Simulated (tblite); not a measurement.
Task: Give a GFN2-xTB geometry of InChI=1S/C6H16OSSi/c1-3-8(7)5-4-6(2)9/h6H,3-5H2,1-2,9H3/t6-,8-/m1/s1.

Result: 
```xyz
25
C6H16OSSi angstrom
C      4.3776    0.2716   -0.1868
C      3.0606   -0.2221    0.3779
S      1.7455    1.0331   -0.0256
O      1.6567    1.0619   -1.4860
C      0.3198   -0.0143    0.5447
C     -0.9626    0.7323    0.2277
C     -2.2300   -0.0145    0.6521
C     -3.4445    0.8821    0.4156
Si    -2.4457   -1.6877   -0.2479
H      4.2663    0.4523   -1.2541
H      5.1671   -0.4624   -0.0367
H      4.6722    1.2039    0.2901
H      2.7734   -1.1711   -0.0710
H      3.0877   -0.3115    1.4622
H      0.3664   -0.9631    0.0139
H      0.4409   -0.1739    1.6149
H     -0.9315    1.7059    0.7291
H     -0.9912    0.9232   -0.8478
H     -2.1601   -0.2007    1.7305
H     -4.3580    0.3943    0.7478
H     -3.5475    1.1138   -0.6425
H     -3.3441    1.8217    0.9588
H     -1.5197   -2.6797    0.3084
H     -2.1965   -1.5105   -1.6775
H     -3.8135   -2.1606   -0.0304
```

Orientation and origin are arbitrary. Atoms count from 1 in this order. Of the pairs four or more bonds apart, Si9···H15 is among the closest relative to their van der Waals radii: 2.92 Å, 88 % of the sum of Bondi's values. Si9 (SiH3 silicon) is tetrahedral (angles from 108.4° to 110.2°). S3 (sulfinyl sulfur) is pyramidal (angles 105.8°, 105.7° and 95.5°, sum 307.0°, 0.74 Å off the plane of its three neighbours).

Bonds between heavy atoms (Å): C1–C2 1.516, C2–S3 1.862, S3=O4 1.463, S3–C5 1.859, C5–C6 1.517, C6–C7 1.531, C7–C8 1.528, C7–Si9 1.912.

Structure optimised with GFN2-xTB, isolated species.

Point group: C1 (no symmetry element, even within 0.4 Å). Its GFN2-xTB frequencies are all real (lowest 26 cm⁻¹). One conformer, not necessarily the lowest (C1–C2–S3–O4 63°, C2–S3–C5–C6 -175°, S3–C5–C6–C7 180°, C5–C6–C7–C8 174°). 3 starts were optimised and ended at 0.00, 0.66 and 1.12 kcal/mol (GFN2-xTB); the lowest of these is shown.

These are computed values.
